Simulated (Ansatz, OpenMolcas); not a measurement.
A ladder of methods for C2H5BO (SMILES B1CCO1)

C2H5BO has 9 atoms, charge 0, and is taken as a singlet. As SMILES, `B1CCO1`. The coordinates come from a PBE0-D4/def2-TZVP relaxation.

```csv
atom,x (Å),y (Å),z (Å)
B,-0.4026,0.3017,-1.0820
C,0.5060,0.6170,0.1710
C,-0.0986,-0.7196,0.6177
O,-0.8848,-0.8785,-0.5962
H,-0.6970,0.7728,-2.1395
H,0.2363,1.4790,0.7822
H,1.5862,0.6141,0.0210
H,-0.7576,-0.6813,1.4872
H,0.6006,-1.5515,0.7215
```

Each level gives the vertical ionisation energy (to the doublet cation) (eV). The values are calculated.

```csv
level,kind,program,value (eV),less CCSD(T)/def2-SVP,CPU time (all runs)
HF/def2-SVP,Hartree–Fock,Ansatz,10.32,-0.48,7.4 s
BLYP/def2-SVP,GGA,OpenMolcas,10.33,-0.47,91 s
TPSS/def2-SVP,meta-GGA,OpenMolcas,10.49,-0.31,2.1 min
PBE0/def2-SVP,global hybrid,Ansatz,10.76,-0.04,20 s
HSE06/def2-SVP,range-separated hybrid,Ansatz,10.75,-0.05,23 s
wB97M-V/def2-SVP,range-separated hybrid,Ansatz,10.90,+0.10,2.8 min
RPA@PBE/def2-SVP,RPA,Ansatz,10.78,-0.02,32 s
CCSD(T)/def2-SVP,coupled cluster or CI,Ansatz,10.80,0.00,85 s
```

Differences are taken from CCSD(T)/def2-SVP for orientation; it has basis-set and higher-order errors of its own. The values span 10.32 to 10.90 eV. CPU times are rough (shared hosts, several kinds of processor and program).
